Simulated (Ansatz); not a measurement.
Consider the cleavage of the B–Si bond: `OB[SiH]1SS1` + `[SiH3]S` → `OBS[SiH3]` + `[SiH2]1SS1`.

Gas-phase electronic energies from Ansatz, PBE0-D4/def2-TZVP geometries. CCSD(T)/CBS is the MP2 limit (def2-TZVPP, def2-QZVPP) plus CCSD(T) − MP2 in def2-TZVPP, frozen cores. This one scheme is used for every species. DFT in def2-TZVPP. One conformer a species, not always the lowest.

`OB[SiH]1SS1`:

Z-matrix (Å, degrees):
```
Si
B 1 2.011
S 1 2.113 2 113.9
S 1 2.113 2 113.9 3 -66.9
H 1 1.483 2 121.9 3 146.6
O 2 1.347 1 119.5 3 -146.6
H 2 1.200 1 118.8 3 33.4
H 6 0.962 2 114.0 1 180.0
```

`[SiH3]S`:

```xyz
6

Si   -0.312   -0.235    0.355
S     0.324    1.297   -0.993
H    -0.555   -1.519   -0.351
H    -1.578    0.271    0.935
H     0.684   -0.463    1.433
H     1.436    0.650   -1.380
```

`OBS[SiH3]`:

```xyz
9

O     0.998   -0.147    1.659
B     0.231   -1.164    1.227
S    -0.813   -1.204   -0.271
Si   -0.455    0.668   -1.237
H     0.959    0.648    1.114
H     0.201   -2.164    1.878
H     0.476    0.509   -2.380
H     0.150    1.639   -0.279
H    -1.747    1.216   -1.710
```

`[SiH2]1SS1`:

Z-matrix (Å, degrees):
```
Si
S 1 2.095
S 1 2.094 2 61.8
H 1 1.477 2 118.1 3 -108.6
H 1 1.477 2 118.1 3 108.6
```

```tsv
level	ΔE (kJ/mol)
revPBE-D4	-73.1
BHLYP-D4	-76.9
MP2/def2-TZVPP	-82.1
CCSD(T)/def2-TZVPP	-76.0
```

(1) What does CCSD(T)/CBS give? (An estimate is asked.)

Largest T1 diagnostic among the species: 0.015.

## Answers

(1) Ansatz gave: -76.8 kJ/mol. The listed levels differ from it by 3.7, -0.1, -5.3, 0.8 kJ/mol.

At CCSD(T), def2-SVP lies −4.7 kJ/mol from the extrapolated value and def2-TZVPP +0.8 kJ/mol. From BLYP to BHLYP (50 % exact exchange), in def2-TZVPP and without D4, ΔE moves by −5.7 kJ/mol.
